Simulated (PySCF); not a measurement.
Ligands exchanged one at a time, Ga F-OH. Isolated molecules, 0 K electronic values unless said otherwise. One relaxed conformer stands for each flexible species; it need not be the lowest. Strings in code marks are SMILES.

All values below come from PBE-D3(BJ)/def2-TZVP // PBE0-D4/def2-TZVP (PySCF 2.14.0). Excitations are Tamm–Dancoff values on a coarser integration grid. The basis has no diffuse functions, so Rydberg states are missing or too high.

| species | S1 oscillator strength | T1 excitation (TDA) (eV) |
|---|---|---|
| 0 of 3 F replaced by OH (`[F][Ga]([F])[F]`) | 0.000 | 6.11 |
| 1 of 3 F replaced by OH | 0.016 | [?] |
| 2 of 3 F replaced by OH (`[Ga]([OH])([OH])[F]` (H–O–Ga–F torsion 0°, F–Ga–O–H torsion -180°)) | 0.000 | 5.12 |
| 3 of 3 F replaced by OH (`[Ga]([OH])([OH])[OH]`) | [?] | 5.19 |

What belongs in the gaps?


- 1 of 3 F replaced by OH, T1 excitation (TDA) (eV): 5.21
- 3 of 3 F replaced by OH (`[Ga]([OH])([OH])[OH]`), S1 oscillator strength: 0.000
